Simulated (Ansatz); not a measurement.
CH₆BNO₂, SMILES `NCB(O)O`, relaxed with RKS PBE0-D4/def2-TZVP in Ansatz from a PBE-D4/def2-SVP geometry. The force threshold is 0.005 eV/Å; the program also tests the step.

Total charge 0; spin multiplicity 1.

Start:

```xyz
11

N    -1.033    0.529   -0.984
C     0.378    0.176   -0.699
B     0.438   -0.336    0.814
O     1.541   -0.982    1.309
O    -0.658   -0.069    1.584
H    -1.111    1.199   -1.759
H    -1.546   -0.309   -1.291
H     0.989    1.105   -0.749
H     0.847   -0.526   -1.427
H     1.420   -1.189    2.254
H    -1.266    0.402    0.948
```

(1) By how much does the energy fall, and how many steps does the optimiser take? (Estimate.)

(2) Which bonds change most? (Estimate.)

(3) Give the relaxed structure. (Estimate.)

Answers

(1) Computed: 0.06 eV, in 7 steps, 1 of them rejected.

(2) Computed: O5–H11 from 0.998 to 0.972 Å; C2–H9 from 1.115 to 1.098 Å; N1–H7 from 1.029 to 1.012 Å; C2–H8 from 1.113 to 1.096 Å.

(3) The calculation gave: 
```xyz
11

N    -1.018    0.537   -1.034
C     0.367    0.182   -0.693
B     0.422   -0.326    0.804
O     1.524   -0.967    1.282
O    -0.647   -0.085    1.609
H    -1.059    1.172   -1.819
H    -1.538   -0.290   -1.303
H     0.975    1.093   -0.741
H     0.838   -0.522   -1.391
H     1.437   -1.184    2.214
H    -1.301    0.391    1.071
```
